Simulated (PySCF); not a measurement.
An unknown is described by computed data only.

Elements present: C, H, N, O and P. Monoisotopic mass: 125.0031 u.

- 1H NMR: chemical shifts (computed TMS as zero) by class: 11.12 (1 H), 10.42 (1 H), 9.52 (1 H), 8.53 (1 H) ppm [GIAO PBE0/pcSseg-1]
- Triplet: lowest triplet excitation (Tamm–Dancoff): 2.73 eV [TDA PBE0/def2-SVPD]
- Rotational structure: rotational constants A, B, C: 3.479, 1.464, 1.030 GHz [GFN2-xTB]
- UV, strongest line: among the 8 lowest singlet transitions: S8 at 5.67 eV (219 nm, f = 0.362) [TDDFT PBE0/def2-SVPD]
- 13C NMR: chemical shifts (computed TMS as zero) by class: 198.0 (1 C), 192.0 (1 C), 182.5 (1 C), 153.9 (1 C), 127.2 (1 C) ppm [GIAO PBE0/pcSseg-1]
- Dipole: 1.44 D [PBE0/def2-SVPD]

Electronic properties: PySCF, gas phase, density fitting. Levels stand in brackets. One conformer (not necessarily the lowest) at the GFN2-xTB geometry, without solvent, vibrations or thermal averaging. NMR values are class means; diastereotopic atoms form classes of their own.

Q: Which formula fits the mass and the elements?

A: C5H4NOP (calculated 125.0031). No other formula that holds each of these elements comes within 0.0003 u with a fitting electron parity and a possible valence count.

Q: What is the compound? Reason from the data.

A: Numbering: `[O:1]=[CH:2][c:3]1[cH:4][cH:5][n:6][cH:7][p:8]1`. 5 carbons fall into 5 classes; from least to most shielded: aldehyde carbon [C2] (198.0 ppm), aromatic CH next to a ring nitrogen [C7] (192.0 ppm), substituted aromatic carbon [C3] (182.5 ppm), aromatic CH next to a ring nitrogen [C5] (153.9 ppm), aromatic CH carbon [C4] (127.2 ppm). Hydrogen classes from least to most shielded: 1 H on an aromatic CH next to a ring nitrogen, C7 (11.12 ppm), 1 H on an aldehyde carbon, C2 (10.42 ppm), 1 H on an aromatic CH next to a ring nitrogen, C5 (9.52 ppm), 1 H on an aromatic CH carbon, C4 (8.53 ppm). The optimised geometry has point group Cs and is an asymmetric top. Structure: `O=Cc1ccncp1`. Computed isomers that give other values at the same levels: `O=Cc1ccpcn1` (13C chemical shifts (computed TMS as zero) by class: 202.8 (1 C), 191.1 (1 C), 177.5 (1 C), 152.1 (1 C), 126.2 (1 C) ppm); `O=Cc1ncccp1` (13C chemical shifts (computed TMS as zero) by class: 201.7 (1 C), 197.6 (1 C), 179.4 (1 C), 151.7 (1 C), 130.0 (1 C) ppm); `Cc1cpc(C#N)o1` (13C chemical shifts (computed TMS as zero) by class: 169.6 (1 C), 169.6 (1 C), 132.0 (1 C), 118.8 (1 C), 19.1 (1 C) ppm). The assignments are read from this structure; whether some other isomer fits the data as well wasn't checked.

Conformer computed: `[O:1]=[CH:2][c:3]1[cH:4][cH:5][n:6][cH:7][p:8]1`: O1–C2–C3–C4 0°.
